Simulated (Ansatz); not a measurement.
Basis-set extrapolation for `O=C1CBC1` (PBE0-D4/def2-TZVP geometry, frozen core, Ansatz). Multiplicity 1, RHF reference.

|  | def2-TZVPP | def2-QZVPP |
| --- | --- | --- |
| HF | -216.101462 | -216.111158 |
| MP2 correlation | -0.808150 | -0.863655 |
| CCSD(T) correlation | -0.875536 | not run |

Energies in hartree. Use E(X) = E(∞) + A·exp(−7.88·√X) for Hartree–Fock and E(X) = E(∞) + B·X^(−2.97) for correlation, with X = 3 and 4, and add CCSD(T) minus MP2 of the smaller set to the MP2 limit.

Task: What is the CCSD(T) energy at the basis-set limit?

Result: HF limit: -216.111158 + (-0.009696) × 0.13774 = -216.11249. MP2 limit: -0.863655 + (-0.055505) × 0.74074 = -0.90477. Higher-order term: -0.875536 − (-0.808150) = -0.06739. Total: -217.08465 hartree, 282.6 kJ/mol below CCSD(T)/def2-TZVPP.
